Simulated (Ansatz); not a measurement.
The first iterations of a band of CH₆FMgN (10 atoms, charge 0, multiplicity 1).

Theory: UKS PBE-D4/def2-SVP (Ansatz 0.2.0).

| Quantity | Value |
| --- | --- |
| movable images | 5 |
| climbing image | yes |
| spring | 5.0 eV/Å² |
| optimiser | quadratic models (default) |
| start path | through a guess of the saddle point |
| force threshold | 0.05 eV/Å |
| iteration limit | 60 |
| end points | relaxed |

First end point:

```xyz
10
Properties=species:S:1:pos:R:3
Mg -0.820 0.104 0.250
N 0.547 1.510 -0.779
C -0.056 -1.804 0.720
H -0.074 2.331 -0.866
F -2.156 1.323 0.252
H 0.858 1.269 -1.731
H 1.390 1.824 -0.278
H 0.882 -1.744 1.316
H 0.193 -2.391 -0.192
H -0.766 -2.424 1.309
```

Last end point:

```xyz
10
Properties=species:S:1:pos:R:3
Mg -0.818 0.072 0.181
N 0.568 1.544 -0.726
C -0.062 -1.822 0.710
H -0.098 2.323 -0.850
F -2.179 1.257 0.061
H 0.964 1.336 -1.654
H 1.349 1.902 -0.158
H 1.012 -1.783 0.999
H -0.132 -2.551 -0.129
H -0.605 -2.279 1.565
```

| iteration | highest image above the first end (eV) | largest band force component (eV/Å) |
| --- | --- | --- |
| 1 | 1.824 | 5.608 |
| 2 | 0.997 | 1.438 |
| 3 | 0.858 | 2.696 |
| 4 | 0.612 | 1.419 |
| 5 | 0.459 | 1.293 |
| 6 | 0.306 | 0.576 |

**Question.** Does the band converge within its limit, and where does its top end?

**Answer.** It converged. It ended after 19 iterations with the highest image 0.001 eV above the first end. The top lies less than 8 meV above the higher end, about what the thresholds resolve: that end is a shoulder or a very shallow well. A vibrational analysis at the climbing image gives one clearly imaginary mode, 56i cm⁻¹: a first-order saddle point.

The run took 84 s on 2 threads of AMD EPYC 9R45 96-Core Processor (Zen 5) (shared host), peak memory 0.17 GiB.
